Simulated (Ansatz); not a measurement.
Ansatz (an electronic-structure program) input:

Ansatz 0.2 input:
```yaml
crystal:
  periodic: [false, false, false]
  atoms:
    - {symbol: Cs, position_ang: [-1.15556215, -0.80368641, -0.91811794]}
    - {symbol: I, position_ang: [1.14967345, 0.76260727, 0.94408669]}
basis:
  gaussian:
    orbitals: def2-TZVP
hamiltonian:
  xc: b3lyp
  dispersion: d3bj
total_charge: -1
magnetization: {spin_polarized: true, initial_magnetization: 1}
relax: {f_tol: 0.002, max_steps: 150}
```

Question: What final total energy does it print?

Answer: -318.08154 Eh (B3LYP-D3(BJ)/def2-TZVP). The basis has 79 functions.
